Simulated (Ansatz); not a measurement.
The first iterations of a band of ClH + GaH2N (6 atoms, charge 0, multiplicity 1).

Method: RKS B3LYP-D4/def2-SVP in Ansatz.

| Quantity | Value |
| --- | --- |
| movable images | 7 |
| climbing image | yes |
| spring | 2.0 to 10.0 eV/Å², energy-weighted |
| optimiser | quadratic models (default) |
| start path | through a guess of the saddle point |
| force threshold | 0.05 eV/Å |
| iteration limit | 60 |
| end points | relaxed |

Initial state:

```xyz
6
Properties=species:S:1:pos:R:3
Ga 1.274 -0.350 -0.560
N -0.011 0.931 -1.041
H 0.292 -2.011 2.080
Cl -0.733 -1.242 1.917
H -0.898 1.098 -0.568
H 0.077 1.574 -1.828
```

Final state:

```xyz
6
Properties=species:S:1:pos:R:3
Ga 1.290 -1.357 -0.412
N -0.246 0.562 -0.386
H -0.636 0.405 0.548
Cl 0.434 -1.671 1.711
H -1.016 0.566 -1.058
H 0.173 1.494 -0.402
```

| iteration | highest image above the first end (eV) | largest band force component (eV/Å) |
| --- | --- | --- |
| 1 | 20.262 | 89.395 |
| 2 | 5.892 | 31.839 |
| 3 | 2.607 | 13.738 |
| 4 | 0.950 | 7.894 |
| 5 | 0.832 | 4.855 |
| 6 | 0.159 | 4.674 |
| 7 | 0.099 | 3.946 |
| 8 | 0.312 | 4.156 |
| 9 | 0.096 | 2.170 |
| 10 | 0.084 | 2.186 |
| 11 | 0.048 | 2.313 |
| 12 | 0.139 | 3.002 |
| 13 | 0.027 | 1.303 |

**Question.** Does the band converge within its limit, and where does its top end?

**Answer.** It converged. It ended after 41 iterations with the highest image 0.003 eV above the first end. The top lies less than 8 meV above the higher end, about what the thresholds resolve: that end is a shoulder or a very shallow well. Another band between the same ends (7 images) ends at a top of the same energy, where a vibrational analysis finds no clearly imaginary modes. The orbitals stay closed-shell, which can raise the energy where a bond breaks towards radicals; this wasn't checked here.

Time of the run: 5 min on 2 threads of Intel(R) Xeon(R) Platinum 8488C (Sapphire Rapids), on a shared host, peak memory 0.18 GiB.
